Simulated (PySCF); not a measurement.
Molecule: `FC1=C[C@H](C#C)NC1`, C₆H₆FN.

Bonds (- single, = double, # triple, : aromatic): C1#C2, C2-C3, C3-C4, C4=C5, C5-F6, C5-C7, C7-N8, N8-C3. C1 carries H9; C3 carries H10; C4 carries H11; C7 carries H12, H13; N8 carries H14. Stereochemistry as in C#C[C@H]1C=C(F)CN1. H12 is cis to C2 on the ring; H13 is trans to C2 on the ring.

Frames of a GFN2-xTB Langevin trajectory at 200 K; GIAO PBE0/pcSseg-1 shieldings in PySCF, gas phase, non-relativistic; equivalent atoms averaged within each frame.

References, each an isolated molecule treated in the same way: ¹³C (186.93 ppm) and ¹H (31.72 ppm) vs TMS; ¹⁹F (170.95 ppm) vs CFCl3; ¹⁵N (267.73 ppm) against NH3. The references are static minima.

**Question.** How do the shifts (ppm) fluctuate along the trajectory?

**Answer.** 
| time (fs) | C5 | C4 | C2 | C1 | C3 | C7 | F6 | N8 | H11 | H13 |
| --- | --- | --- | --- | --- | --- | --- | --- | --- | --- | --- |
| 250 | 180.6 | 110.8 | 91.5 | 80.2 | 55.8 | 51.0 | -128.7 | 54.3 | 5.13 | 4.65 |
| 425 | 184.8 | 112.7 | 92.4 | 77.8 | 59.7 | 50.3 | -114.1 | 58.7 | 6.15 | 4.01 |
| 625 | 168.4 | 101.9 | 90.6 | 80.9 | 60.7 | 56.0 | -133.1 | 59.0 | 4.78 | 4.66 |
| 800 | 173.6 | 114.4 | 94.0 | 81.1 | 53.3 | 49.5 | -128.2 | 49.4 | 5.65 | 4.50 |
| 1000 | 176.6 | 112.1 | 90.4 | 80.5 | 54.8 | 53.6 | -130.6 | 72.4 | 5.25 | 4.87 |
| mean of frames | 176.8 | 110.4 | 91.8 | 80.1 | 56.8 | 52.1 | -126.9 | 58.8 | 5.39 | 4.54 |
| standard deviation | 6.3 | 4.9 | 1.5 | 1.4 | 3.2 | 2.7 | 7.4 | 8.6 | 0.52 | 0.33 |

5 frames give an uncertainty of the mean of about the standard deviation over 2.2 at best, since frames this close in time may not be independent; classical motion lacks zero-point vibration, and the reference would need the same averaging.
